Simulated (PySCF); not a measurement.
HS2, charge -1, multiplicity 1. Atoms are numbered in the order given.

```xyz
3

S      0.0127     1.0931     0.0000
S     -0.0888    -1.0083     0.0000
H      1.2187    -1.3575     0.0000
```
Charge -1, spin multiplicity 1.

Geometry optimised at B3LYP-D3(BJ)/def2-TZVPD. The spin state was assumed, not searched. The isomer is the one that the SMILES or the coordinates give; other isomers of the formula were not compared.

Level of theory: B3LYP/def2-TZVPD in PySCF.

Mulliken values depend strongly on the basis, most of all with diffuse functions as here. Atomic charges (e):

```csv
atom,Mulliken,IAO
S1,-0.73,(withheld)
S2,-0.32,(withheld)
H3,0.06,(withheld)
```

**Question.** What belongs in the gaps? (Estimate from the structure and the level; the computed values follow.)

**Answer.** 
- S1, IAO: -0.81
- S2, IAO: -0.22
- H3, IAO: 0.04
